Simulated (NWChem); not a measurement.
System: LiH$_{8}$O$_{4}$ cation; SMILES [OH2]->[Li+](<-[OH2])(<-[OH2])<-[OH2]

The following NWChem deck was run.

```
start job
memory heap 200 mb stack 900 mb global 1100 mb
charge 1
geometry units angstroms noautosym nocenter noautoz
  Li    -0.040984     0.000873    -0.059685
  O      1.747596    -0.087355     0.666443
  H      2.615435    -0.158263     0.252757
  H      1.914270    -0.072976     1.616566
  O     -1.221961     0.077775     1.463273
  H     -1.618810     0.872426     1.838633
  H     -1.717755    -0.660155     1.836784
  O     -0.183882     1.646955    -1.058824
  H      0.520401     2.303487    -1.113634
  H     -0.860911     1.946827    -1.676250
  O     -0.353178    -1.635073    -1.036895
  H     -1.014897    -1.839804    -1.707554
  H      0.240976    -2.394545    -1.024449
end
basis spherical
  * library pcsseg-1
end
dft
  xc kt2
  iterations 150
end
property
  shielding
end
task dft property
```

Output (shortened):

```
             Northwest Computational Chemistry Package (NWChem) 7.3.0
             --------------------------------------------------------

                             Geometry "geometry" -> ""
                             -------------------------

 Output coordinates in angstroms (scale by  1.889725989 to convert to a.u.)

  No.       Tag          Charge          X              Y              Z
 ---- ---------------- ---------- -------------- -------------- --------------
    1 Li                   3.0000    -0.04098400     0.00087300    -0.05968500
    2 O                    8.0000     1.74759600    -0.08735500     0.66644300
    3 H                    1.0000     2.61543500    -0.15826300     0.25275700
    4 H                    1.0000     1.91427000    -0.07297600     1.61656600
    5 O                    8.0000    -1.22196100     0.07777500     1.46327300
    6 H                    1.0000    -1.61881000     0.87242600     1.83863300
    7 H                    1.0000    -1.71775500    -0.66015500     1.83678400
    8 O                    8.0000    -0.18388200     1.64695500    -1.05882400
    9 H                    1.0000     0.52040100     2.30348700    -1.11363400
   10 H                    1.0000    -0.86091100     1.94682700    -1.67625000
   11 O                    8.0000    -0.35317800    -1.63507300    -1.03689500
   12 H                    1.0000    -1.01489700    -1.83980400    -1.70755400
   13 H                    1.0000     0.24097600    -2.39454500    -1.02444900

 Effective nuclear repulsion energy (a.u.)     162.8121183064

                              NWChem Property Module
                              ----------------------

  itol2e modified to match energy
  convergence criterion.

                                 NWChem DFT Module
                                 -----------------

 Summary of "ao basis" -> "ao basis" (spherical)
 ------------------------------------------------------------------------------
       Tag                 Description            Shells   Functions and Types
 ---------------- ------------------------------  ------  ---------------------
 Li                         pcsseg-1                 6       12   3s3p
 O                          pcsseg-1                 7       17   3s3p1d
 H                          pcsseg-1                 3        5   2s1p

  itol2e modified to match energy
  convergence criterion.

[...]

          -----------------------------------------
          Chemical Shielding Tensors (GIAO, in ppm)
          -----------------------------------------

                                NWChem CPHF Module
                                ------------------

  scftype          =     RHF
  nclosed          =       21
  nopen            =        0
  variables        =     2079
  # of vectors     =        3
  tolerance        = 0.10D-03
  level shift      = 0.00D+00
  max iterations   =       50
  max subspace     =       30

 SCF residual:    1.0466903092865732E-004

Iterative solution of linear equations
  No. of variables     2079
  No. of equations        3
  Maximum subspace       30
        Iterations       50
       Convergence  1.0D-04

   iter   nsub   residual    time
   ----  ------  --------  ---------
     1      3    2.75D-05      57.2

      Atom:    1  Li
        Diamagnetic
     99.4540      0.0196      0.0254
      0.0196    100.3039     -0.0011
      0.0254     -0.0011     99.2673

        Paramagnetic
     -9.1089      0.0559     -0.4010
      0.0559     -8.2780      0.0327
     -0.4010      0.0327     -8.3650

        Total Shielding Tensor
     90.3451      0.0755     -0.3756
      0.0755     92.0259      0.0316
     -0.3756      0.0316     90.9023

           isotropic =      91.0911
          anisotropy =       1.4076

          Principal Components and Axis System
                 1           2           3
               92.0295     91.0913     90.1525

      1         0.0416     -0.4491      0.8925
      2         0.9990      0.0061     -0.0435
      3         0.0141      0.8935      0.4489

      Atom:    2  O
        Diamagnetic
    392.8521     -1.6906     -0.8894
     -1.6906    367.4283      0.7688
     -0.8894      0.7688    391.9593

        Paramagnetic
    -57.4363     -1.3993    -16.8203
     -1.3993    -72.4646      2.2426
    -16.8203      2.2426    -36.6556

        Total Shielding Tensor
    335.4158     -3.0899    -17.7097
     -3.0899    294.9636      3.0115
    -17.7097      3.0115    355.3037

           isotropic =     328.5610
          anisotropy =      56.0298

          Principal Components and Axis System
                 1           2           3
              365.9142    325.0922    294.6767

      1        -0.5057      0.8605      0.0620
      2         0.0586     -0.0375      0.9976
      3         0.8607      0.5081     -0.0314

      Atom:    3  H
        Diamagnetic
     39.7593     -1.4906     -6.9218
     -1.4906     20.3840      0.6567
     -6.9218      0.6567     26.3399

        Paramagnetic
     -0.5357      0.0695     -0.5829
      0.0695      0.9277      0.0347
     -0.5829      0.0347      1.0938

        Total Shielding Tensor
     39.2236     -1.4211     -7.5047
     -1.4211     21.3117      0.6914
     -7.5047      0.6914     27.4337

           isotropic =      29.3230
          anisotropy =      20.4959

          Principal Components and Axis System
                 1           2           3
               42.9870     23.7856     21.1965

      1         0.8970      0.4372      0.0653
      2        -0.0727      0.0002      0.9974
      3        -0.4360      0.8994     -0.0320

      Atom:    4  H
        Diamagnetic
     25.1578     -0.2403      3.9945
     -0.2403     19.5580      0.3251
      3.9945      0.3251     41.0307

        Paramagnetic
     -0.2048      0.0608     -1.0023
      0.0608      1.3484      0.0511
     -1.0023      0.0511      0.7913

[...]
```

Level: KT2/pcSseg-1, GIAO. Structure relaxed at the PBE0/def2-SVP level. The printed shielding anisotropy is the first printed principal value minus the mean of the other two.
